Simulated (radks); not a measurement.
Question: The mean radii <r> (bohr) of the occupied orbitals of an atom or ion are listed with their occupations. Calculated with a radial shooting solver on a logarithmic mesh with Libxc functionals: scalar-relativistic Kohn-Sham, LDA (Slater exchange, Perdew-Wang correlation), spin-unpolarised, spherical densities, point nucleus.

orbital  occ.     <r>
1s          2  0.2311
2s          1   1.325
2p          4   1.470

Name the element and its charge.

Answer: Z = 7, nitrogen, charge 0: N in [He] 2s1 2p4. The 1s radius gives Z: for a bare nucleus <r> = (2 gamma + 1)/(2Z) with gamma = sqrt(1 - (Z/c)^2), 0.2141 bohr for Z = 7, and screening makes it slightly larger (0.2311 here). The occupations add up to 7, and the charge is Z minus that.
